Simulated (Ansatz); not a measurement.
Program: Ansatz. Geometries: PBE0-D4/def2-TZVP. ΔE: electronic, gas phase. CCSD(T)/CBS is the MP2 limit (def2-TZVPP, def2-QZVPP) plus CCSD(T) − MP2 in def2-TZVPP, frozen cores. This one scheme is used for every species. Functionals use def2-TZVPP. For Ge outer-core shells are correlated without core-valence functions, which leaves a few kJ/mol of doubt a bond. Scalar relativity is left out up to krypton. One conformer a species, not always the lowest.

Consider the cleavage of the Ge–B bond: `O[BH][GeH3]` + `NB(O)F` → `OB(F)[NH][GeH3]` + `BO`.

| species | r2SCAN-D4 energy (Eh) |
| --- | --- |
| `O[BH][GeH3]` | -2180.08419 |
| `NB(O)F` | -256.62884 |
| `OB(F)[NH][GeH3]` | -2334.82889 |
| `BO` | -101.89121 |

**Question.** Work out ΔE.

**Answer.** ΔE = (-2334.82889) + (-101.89121) − (-2180.08419) − (-256.62884) = -0.00707 Eh = -18.6 kJ/mol. CCSD(T)/CBS gives -24.8 kJ/mol.

Largest T1 diagnostic among the species: 0.014.

The D4 term adds −3.9 kJ/mol with B3LYP and −2.2 kJ/mol with PBE0; it sums over pairs of atoms, weighted by their polarisabilities, and B3LYP, whose exchange is more repulsive, gets the larger term. In def2-TZVPP, CCSD(T) changes the Hartree–Fock value by +11.1 kJ/mol (the triples alone add +0.5 kJ/mol) and MP2 by +6.0 kJ/mol. From PBE to PBE0 (25 % exact exchange), in def2-TZVPP and without D4, ΔE moves by −5.0 kJ/mol.

B3LYP here is the variant with VWN-RPA as its local correlation; programs differ in this.
